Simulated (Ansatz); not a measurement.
Basis-set extrapolation for CH$_{7}$AlB$_{2}$, SMILES `B[CH](B)[AlH2]` (PBE0-D4/def2-TZVP geometry, frozen core, the Gaussian-basis code of Ansatz). Multiplicity 1, RHF reference.

|  | def2-TZVPP | def2-QZVPP |
| --- | --- | --- |
| HF | -333.232861 | -333.244743 |
| MP2 correlation | -0.471421 | -0.500796 |
| CCSD(T) correlation | -0.542752 | not run |

Energies in hartree. Use E(X) = E(∞) + A·exp(−7.88·√X) for Hartree–Fock and E(X) = E(∞) + B·X^(−2.97) for correlation, with X = 3 and 4, and add CCSD(T) minus MP2 of the smaller set to the MP2 limit.

Problem. What is the CCSD(T) energy at the basis-set limit?

Solution. HF limit: -333.244743 + (-0.011882) × 0.13774 = -333.24638. MP2 limit: -0.500796 + (-0.029375) × 0.74074 = -0.52256. Higher-order term: -0.542752 − (-0.471421) = -0.07133. Total: -333.84027 hartree, 169.8 kJ/mol below CCSD(T)/def2-TZVPP.
